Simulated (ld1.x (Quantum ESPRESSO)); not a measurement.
# Tc: excitation energies, all-electron against TM semilocal

```json
{
 "Element": "technetium",
 "Generator": "ld1.x (Quantum ESPRESSO) 7.5",
 "Type": "norm-conserving Troullier–Martins (semilocal form)",
 "Functional": "BLYP",
 "Relativity": "scalar-relativistic",
 "Frozen core": "[Ar] 3d10 4s2",
 "Valence charge": "13",
 "Reference configuration": "4p6 4d5 5s2 5p0",
 "Partial waves": "4p (bound): rc 1.20 bohr; 4d (bound): rc 1.60 bohr; 5s (bound): rc 2.30 bohr",
 "Local potential": "the s channel",
 "Core correction": "Bessel-smoothed model core inside 0.75 bohr"
}
```

Energies are relative to the spin-unpolarised reference configuration 4p6 4d5 5s2 5p0; without spin polarisation the order of configurations can differ from experiment.

```csv
valence configuration,charge,ΔE all-electron (eV),error AE − PS (meV)
4p6 4d5 5s0 5p0,+2,23.095,-28
4p6 4d4 5s0 5p0,+3,51.704,+32
4p6 4d5 5s0 5p1,+1,12.717,+2.9
4p6 4d4 5s2 5p1,0,6.521,+21
4p6 4d5 5s0 5p2,0,7.760,+16
```

(1) What are ΔE and the potential's error for 4p6 4d5 5s1 5p0?

(2) What are ΔE and the potential's error for 4p5 4d5 5s2 5p0?

Levels in the configuration 4p6 4d5 5s0 5p1:

```csv
level,all-electron (eV),pseudo (eV)
4p,-54.034,-53.872
4d,-15.128,-15.058
5p,-7.538,-7.558
```

Answers

(1) ΔE = 8.123 eV all-electron; the error (AE − PS) is -5.0 meV.

(2) ΔE = 51.296 eV all-electron; the error (AE − PS) is -57 meV.
